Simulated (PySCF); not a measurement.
A series of related molecules.

All values: PBE0/def2-SVPD (PySCF) at GFN2-xTB geometries, gas phase, one conformer each. Core orbitals are frozen in the response; Δα² is half the sum of the squared differences of the principal polarisabilities.

Question: Rank by HOMO–LUMO gap, lowest first.
A. `N#C[SiH]1[SiH2]C[SiH2]1`
B. `N#C[Si]1(O)[SiH2]C[SiH2]1`
C. `N#C[Si]1(C#N)[SiH2]C[SiH2]1`
D. `N#C[Si]1(C=O)[SiH2]C[SiH2]1`

Answer: D (5.01 eV), B (5.80 eV), C (6.22 eV), A (6.47 eV).

Question: Rank by mean static polarisability, highest first.
A. `N#C[Si]1(O)[SiH2]C[SiH2]1`
B. `N#C[Si]1(C=O)[SiH2]C[SiH2]1`
C. `C([SiH]1[SiH2]C[SiH2]1)#N`
D. `N#C[Si]1([SiH2]C[SiH2]1)C#N`

Answer: B (18.68 Å³), D (18.38 Å³), A (16.64 Å³), C (16.35 Å³).

All values together:

| SMILES | change | formula | μ (D) | HOMO (eV) | LUMO (eV) | α (Å³) | Δα (Å³) | electrons | α per electron (Å³) |
| --- | --- | --- | --- | --- | --- | --- | --- | --- | --- |
| N#C[SiH]1[SiH2]C[SiH2]1 | parent | C2H7NSi3 | 4.42 | -8.03 | -1.56 | 16.35 | 4.31 | 68 | 0.240 |
| N#C[Si]1(C=O)[SiH2]C[SiH2]1 | H on Si replaced by CHO | C3H7NOSi3 | 3.38 | -7.41 | -2.40 | 18.68 | 3.44 | 82 | 0.228 |
| N#C[Si]1(O)[SiH2]C[SiH2]1 | H on Si replaced by OH | C2H7NOSi3 | 3.38 | -7.68 | -1.88 | 16.64 | 4.05 | 76 | 0.219 |
| N#C[Si]1(C#N)[SiH2]C[SiH2]1 | H on Si replaced by CN | C3H6N2Si3 | 6.36 | -8.43 | -2.21 | 18.38 | 3.33 | 80 | 0.230 |

Conformers: `[N:1]#[C:2][Si:3]1([CH:4]=[O:5])[SiH2:6][CH2:7][SiH2:8]1` with C2–Si3–C4–O5 180°; `[N:1]#[C:2][Si:3]1([OH:4])[SiH2:5][CH2:6][SiH2:7]1` with C2–Si3–O4–H -46°.

Q: Give the shifts from the parent, `N#C[SiH]1[SiH2]C[SiH2]1`.

A: 
```csv
SMILES,change in μ (D),change in HOMO (eV),change in LUMO (eV),change in mean α (Å³)
N#C[Si]1(C=O)[SiH2]C[SiH2]1,-1.04,+0.62,-0.84,+2.33
N#C[Si]1(O)[SiH2]C[SiH2]1,-1.04,+0.35,-0.32,+0.29
N#C[Si]1(C#N)[SiH2]C[SiH2]1,+1.94,-0.40,-0.65,+2.03
```
